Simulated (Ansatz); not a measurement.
Relaxation of Cl₂H₄Sn (7 atoms, charge 0, multiplicity 1), to a largest force component of 0.03 eV/Å in at most 50 steps.

The calculation used RKS PBE/def2-SVP in Ansatz.

```xyz
7
Properties=species:S:1:pos:R:3
Sn 0.213 -0.432 -0.408
Cl 0.040 0.035 3.175
H 1.550 0.032 -1.400
H -0.714 0.927 0.093
Cl -1.256 -1.752 -1.741
H 0.773 -1.549 0.799
H 0.475 -1.080 2.576
```

Problem. Where does it end, and by what steps?

Solution. The run converged. The force dipped under the threshold on the way, but the program's further checks kept it going. After 24 steps the energy has fallen by 0.142 eV; Cl5 moved furthest, 1.03 Å.

```
step  energy less start (eV)  largest force component (eV/Å)  accepted
   0                  0.0000                           0.835       yes
   1                 -0.0477                           0.625       yes
   2                 -0.0369                           1.045        no
   3                 -0.0620                           0.131       yes
   4                 -0.0681                           0.039       yes
   5                 -0.0693                           0.153       yes
   6                 -0.0704                           0.159       yes
   7                 -0.0517                           1.074        no
   8                 -0.0736                           0.163       yes
   9                 -0.0731                           0.472        no
  10                 -0.0767                           0.089       yes
  11                 -0.0796                           0.090       yes
  12                 -0.0825                           0.210       yes
  13                 -0.0774                           0.681        no
  14                 -0.0870                           0.149       yes
  15                 -0.0912                           0.080       yes
  16                 -0.0966                           0.179       yes
  17                 -0.1007                           0.493       yes
  18                 -0.1222                           0.027       yes
  19                 -0.1319                           0.148       yes
  20                 -0.1130                           0.669        no
  21                 -0.1402                           0.008       yes
  22                 -0.1409                           0.197       yes
  23                 -0.1417                           0.064       yes
  24                 -0.1421                           0.021       yes
```

```xyz
7
Properties=species:S:1:pos:R:3
Sn -0.032 -0.608 -0.431
Cl 0.943 0.387 2.844
H 1.489 0.154 -0.689
H -1.277 0.476 0.059
Cl -0.715 -1.443 -2.561
H 0.073 -2.008 0.573
H 0.600 -0.778 3.301
```

Whether the end is a true minimum wasn't checked by a vibrational analysis.

The run took 57 s on 1 thread of Arm Neoverse V1, on a shared host, peak memory 0.12 GiB.
